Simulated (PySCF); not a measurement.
# TlSi: one state, many levels of theory

State: ⁴Σ⁻ (quartet), unpaired electrons σ ↑, π ↑↑. Set-up: PySCF, scalar-relativistic core potentials, basis sets Tl def2-TZVPP with ECP60, Si def2-TZVPP. De refers to Tl + Si in their high-spin ground configurations, without counterpoise correction. The functionals are run spin-unrestricted. A positive dipole means Tl(−)Si(+).

```json
{"Level": "UHF", "Re (Å)": "2.752", "ωe (cm⁻¹)": "215", "De (eV)": "1.37", "μ (D)": "-3.54", "CPU s a point (SCF and correlation, without the integrals)": "1.6"}
{"Level": "UHF-MP2", "Re (Å)": "2.647", "ωe (cm⁻¹)": "246", "De (eV)": "2.17", "μ (D)": "n/a", "CPU s a point (SCF and correlation, without the integrals)": "2.6"}
{"Level": "UHF-SCS-MP2", "Re (Å)": "2.665", "ωe (cm⁻¹)": "239", "De (eV)": "1.92", "μ (D)": "n/a", "CPU s a point (SCF and correlation, without the integrals)": "n/a"}
{"Level": "UHF-CCSD", "Re (Å)": "2.684", "ωe (cm⁻¹)": "234", "De (eV)": "1.96", "μ (D)": "n/a", "CPU s a point (SCF and correlation, without the integrals)": "n/a"}
{"Level": "UHF-CCSD(T)", "Re (Å)": "2.675", "ωe (cm⁻¹)": "237", "De (eV)": "2.09", "μ (D)": "n/a", "CPU s a point (SCF and correlation, without the integrals)": "79"}
{"Level": "PBE", "Re (Å)": "2.682", "ωe (cm⁻¹)": "224", "De (eV)": "2.39", "μ (D)": "-2.25", "CPU s a point (SCF and correlation, without the integrals)": "1.7"}
{"Level": "PW91", "Re (Å)": "2.679", "ωe (cm⁻¹)": "225", "De (eV)": "2.40", "μ (D)": "-2.20", "CPU s a point (SCF and correlation, without the integrals)": "1.1"}
{"Level": "r²SCAN", "Re (Å)": "2.653", "ωe (cm⁻¹)": "233", "De (eV)": "2.36", "μ (D)": "-2.38", "CPU s a point (SCF and correlation, without the integrals)": "2.5"}
{"Level": "r²SCANh", "Re (Å)": "2.648", "ωe (cm⁻¹)": "235", "De (eV)": "2.31", "μ (D)": "-2.42", "CPU s a point (SCF and correlation, without the integrals)": "3.4"}
{"Level": "PBE0", "Re (Å)": "2.658", "ωe (cm⁻¹)": "235", "De (eV)": "2.26", "μ (D)": "-2.49", "CPU s a point (SCF and correlation, without the integrals)": "3.3"}
{"Level": "r²SCAN0", "Re (Å)": "2.641", "ωe (cm⁻¹)": "239", "De (eV)": "2.24", "μ (D)": "-2.49", "CPU s a point (SCF and correlation, without the integrals)": "3.6"}
{"Level": "HSE06", "Re (Å)": "2.663", "ωe (cm⁻¹)": "234", "De (eV)": "2.27", "μ (D)": "-2.43", "CPU s a point (SCF and correlation, without the integrals)": "3"}
{"Level": "BHandHLYP", "Re (Å)": "2.673", "ωe (cm⁻¹)": "232", "De (eV)": "1.87", "μ (D)": "-2.57", "CPU s a point (SCF and correlation, without the integrals)": "2.1"}
```

Question: Which functional lies closest to UHF-CCSD(T) in De, which farthest, and by how much do they differ from it?

Answer: Closest is r²SCAN0 (-3.4 pm in Re, +0.8 % in ωe, +0.15 eV in De against UHF-CCSD(T) in the same basis), farthest PW91 (+0.4 pm in Re, -5.1 % in ωe, +0.31 eV in De). CCSD(T) converges more slowly with the basis than the functionals do and binds too weakly in this one, so the order can change at the basis-set limit.

Question: What does a quarter of exact exchange do here, going from PBE to PBE0?

Answer: PBE0 less PBE: -2.4 pm in Re, +4.9 % in ωe, -0.13 eV in De. Exact exchange removes part of the self-interaction that spreads semilocal densities, and in most molecules shortens and stiffens the bond and lowers De; so it does here.

Question: What does a quarter of exact exchange do here, going from r²SCAN to r²SCAN0?

Answer: r²SCAN0 less r²SCAN: -1.2 pm in Re, +2.6 % in ωe, -0.12 eV in De. Exact exchange removes part of the self-interaction that spreads semilocal densities, and in most molecules shortens and stiffens the bond and lowers De; so it does here.

Correlated steps freeze 9 core orbitals. These are scalar-relativistic numbers at best; spin–orbit coupling would shift them, the dissociation energy most. The state is the lowest determinant that a PBE0 search found; another state may lie lower at other levels.

The whole job (state search and all levels along the bond) took about 18 min on 1 thread of Arm Neoverse V1 (shared host), peak memory 2.9 GiB.
